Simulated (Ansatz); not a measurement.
Ansatz (a quantum-chemistry and plane-wave program) input for Ga(Cl)(Me)(NH2) (CH5ClGaN), SMILES [Cl][Ga]([CH3])[NH2], CAM-B3LYP/def2-SVPD. Geometry: PBE0-D3(BJ)/def2-SVP. The structure was generated by enumeration; whether it is a known compound was not checked. Other conformers were not sampled.

Ansatz 0.2 input:
```yaml
crystal:
  periodic: [false, false, false]
  atoms:
    - {symbol: Ga, position_ang: [-0.04931791, -0.31423418, -0.00000000]}
    - {symbol: Cl, position_ang: [0.27139321, 1.82835039, 0.00000000]}
    - {symbol: C, position_ang: [1.47570317, -1.52312326, 0.00000000]}
    - {symbol: H, position_ang: [2.09655025, -1.33628078, 0.88868016]}
    - {symbol: H, position_ang: [1.15916920, -2.57572277, 0.00000000]}
    - {symbol: H, position_ang: [2.09655025, -1.33628078, -0.88868016]}
    - {symbol: N, position_ang: [-1.79926640, -0.74478508, 0.00000000]}
    - {symbol: H, position_ang: [-2.16057551, -1.69002607, 0.00000001]}
    - {symbol: H, position_ang: [-2.53587760, -0.05015154, 0.00000001]}
basis:
  gaussian:
    orbitals: def2-SVPD
hamiltonian:
  xc: {name: CAM-B3LYP}
```

It prints:

```
WARN ansatz: RAYON_NUM_THREADS=1 ignored (pool sized by the plan → 1); use --threads N
Functional definition: CAM-B3LYP
integrals: 0.11 GiB planned
1385 factors; their error is unknown
integrals: 0.14 GiB planned
500 factors; integrals over basis functions are off by at most 3.5e-5 eV
mean field: 0.97 GiB planned
mean field evaluation 1: about -67493.4908 eV, gradient 6.4e1 eV
mean field evaluation 2: about -67489.4925 eV, gradient 7.7e1 eV
mean field evaluation 4: about -67501.6512 eV, gradient 2.4e0 eV
mean field evaluation 8: about -67501.6652 eV, gradient 5.2e-2 eV
mean field evaluation 16: about -67501.8592 eV, gradient 7.0e-5 eV
mean field -67501.85923208 eV, -2480.6475723756 hartree, gradient 7.0e-5 eV, S^2 0.000000; 0 other end points of the search recorded, 0 dependent functions left out
reference -67501.85936951 eV, -2480.6475774259 hartree; 33, 33 occupied and 112, 112 virtual orbitals, 1385 factors
Total energy: -67501.85936951 eV, -2480.6475774259 hartree
```

The calculation finished and met its thresholds.

Cost: very roughly 4 core-seconds.
